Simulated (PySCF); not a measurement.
Isomers of C8H12Si, one GFN2-xTB conformer each. Single-point energies are computed at PBE0/pcSseg-1 (PySCF, gas phase, no added dispersion term), electronic only.

```csv
SMILES,GFN2-xTB relative energy (kcal/mol)
CCCC#CC1=CC[SiH2]1,16.2
C=CC1=C[SiH2]C=CCC1,0.0
```

Conformers: `[CH3:1][CH2:2][CH2:3][C:4]#[C:5][C:6]1=[CH:7][CH2:8][SiH2:9]1` with C1–C2–C3–C4 65°; `[CH2:1]=[CH:2][C:3]1=[CH:4][SiH2:5][CH:6]=[CH:7][CH2:8][CH2:9]1` with C1–C2–C3–C4 170°, C3–C4–Si5–C6 44°, C4–Si5–C6–C7 -25°, C6–C7–C8–C9 -19°, C7–C8–C9–C3 83°.

**Question.** What does PBE0/pcSseg-1 give for the same structures?

**Answer.** 
```csv
SMILES,PBE0/pcSseg-1 E (Eh),PBE0/pcSseg-1 (kcal/mol),GFN2-xTB (kcal/mol),point group
C=CC1=C[SiH2]C=CCC1,-600.95595,0.0,0.0,C1
CCCC#CC1=CC[SiH2]1,-600.91367,26.5,16.2,C1
```

Both levels put the same isomer lowest. As drawn, the higher has a four-membered ring and a C≡C bond, which the lower lacks.

**Question.** Which frontier levels, dipoles and rotational constants go with these structures?

**Answer.** 
```csv
SMILES,"HOMO (eV, PBE0/pcSseg-1)",LUMO (eV),dipole (D),"A, B, C (MHz)"
C=CC1=C[SiH2]C=CCC1,-6.73,-1.18,1.33,"2324, 1053, 783.6"
CCCC#CC1=CC[SiH2]1,-6.51,-0.63,0.19,"3301, 541.1, 478.5"
```
